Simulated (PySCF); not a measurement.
C4H14O2Si2, SMILES O([Si](C)(O)C)[SiH](C)C (GFN2-xTB optimised geometry):

```
22

Si     0.181     0.765     0.000
C     -0.493    -0.240     1.464
C     -0.517     2.532     0.000
O     -0.291     0.090    -1.400
Si    -0.496    -1.124    -2.475
C     -0.817    -2.775    -1.605
C      1.048    -1.148    -3.583
O     -1.857    -0.807    -3.315
H      1.652     0.765     0.000
H     -1.578    -0.294     1.440
H     -0.117    -1.259     1.445
H     -0.207     0.199     2.415
H     -1.603     2.534    -0.035
H     -0.161     3.097    -0.857
H     -0.216     3.068     0.894
H     -1.055    -3.555    -2.320
H     -1.652    -2.694    -0.916
H      0.051    -3.097    -1.038
H      1.934    -1.431    -3.025
H      1.237    -0.169    -4.015
H      0.935    -1.853    -4.401
H     -2.027     0.073    -3.642
```

Method: PBE0/def2-SVP (PySCF).

### Question
What are the frontier orbital energies and the dipole moment?

### Answer
HOMO-2 -8.39 eV, HOMO-1 -8.15 eV, HOMO -7.73 eV, LUMO 1.40 eV, LUMO+1 1.86 eV; dipole moment 0.84 D.

On the same geometry PBE/def2-SVP in PySCF gives HOMO-2 -6.83 eV, HOMO-1 -6.67 eV, HOMO -6.30 eV, LUMO 0.55 eV, LUMO+1 1.01 eV; dipole moment 0.78 D.

Meta-Löwdin charges at PBE0/def2-SVP: Si1 0.99, C2 -0.57, C3 -0.56, O4 -0.82, Si5 1.26, C6 -0.58, C7 -0.58, O8 -0.72, H9 -0.14, H10 0.12, H11 0.12, H12 0.12, H13 0.11, H14 0.12, H15 0.11, H16 0.12, H17 0.12, H18 0.11, H19 0.12, H20 0.11, H21 0.12, H22 0.33.
